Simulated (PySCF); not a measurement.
# What a mistake does to a calculation on B2GeH6N

Calculated results; nothing here was measured. They come from PySCF 2.14.0, an open-source quantum chemistry program, on an isolated molecule that a program drew, which may never have been made. The molecule is B2GeH6N (charge 0, doublet), drawn as the SMILES string `B[N](B)[GeH2]`.

Each row is a Hartree-Fock (HF) and frozen-core CCSD(T) single point in the cc-pVDZ basis, meant for a local HF minimum. Run 1 is clean. Each other run has one planted mistake out of seven kinds, and not every kind appears here: one electron removed, one electron added, multiplicity raised by two, geometry at a saddle point, minimal basis STO-3G, one bond length entered in bohr, all coordinates scaled. The reference is restricted for singlets and unrestricted otherwise, and also for a bond in bohr. Adding or removing an electron swaps singlet and doublet. Electrons count all cores. HOMO and LUMO are orbital energies over both spins, the gradient is its largest component, and the lowest frequency (negative if imaginary) is given only where the gradient is small. Bond lengths are over the 9 bonds as drawn. T1 is the CCSD diagnostic: over 0.02 (restricted) or 0.045 (unrestricted) a single reference is doubtful. Germanium has the cc-pVDZ-PP basis, with a core potential (ECP10MDF) in place of its 10 inner electrons, and its 3s, 3p and 3d shells are frozen in CCSD(T).

Geometry of the clean run:
```xyz
10
B2GeH6N, angstrom
B    -3.7713    1.3488   -2.0232
N    -2.5095    0.7465   -1.7308
B    -1.8862   -0.1411   -2.6604
Ge   -1.7041    1.0495   -0.0529
H    -4.2937    1.1624   -3.0863
H    -4.3111    2.0409   -1.2007
H    -2.3909   -0.3414   -3.7295
H    -0.8563   -0.6897   -2.3687
H    -2.1061    2.4520    0.4208
H    -0.1854    0.9188   -0.2243
```

```
run,electrons,basis functions,<S^2>,HOMO (eV),LUMO (eV),gradient (hartree/bohr),lowest frequency (cm^-1),mean bond (Å),longest bond (Å),T1,HF (hartree),CCSD(T) (hartree),mistake
1,55,95,0.754,-8.95,0.94,3.0e-05,86,1.4016,1.886,0.0135,-400.71241,-401.19484,no fault
2,54,95,0.000,-17.05,-7.13,7.9e-02,-,1.4016,1.886,0.0162,-400.41600,-400.89307,one electron removed
3,56,95,0.000,-0.82,6.66,7.3e-02,-,1.4016,1.886,0.0151,-400.70827,-401.22365,one electron added
4,55,95,3.778,-5.92,-2.85,5.9e-02,-,1.4016,1.886,0.0294,-400.48450,-400.97603,?
5,55,95,0.754,-9.04,0.79,1.6e-02,-,1.4464,1.946,0.0146,-400.70383,-401.19217,?
```

**Which mistake was planted in run 4, and what did it cost?**

Electrons, basis and geometry are unchanged, and <S^2> is 3.778, beside S(S+1) = 3.75 for a multiplicity of 4. So the mistake is: multiplicity raised by two. Subtracting run 1 and multiplying by 627.51 kcal/mol a hartree, the energy moved by 143.0 kcal/mol in HF and 137.3 kcal/mol in CCSD(T).

**Which mistake was planted in run 5, and what did it cost?**

The mean and the longest bond both change by the same factor, 1.032, and the gradient is no longer small. So the mistake is: all coordinates scaled. Subtracting run 1 and multiplying by 627.51 kcal/mol a hartree, the energy moved by 5.4 kcal/mol in HF and 1.7 kcal/mol in CCSD(T).

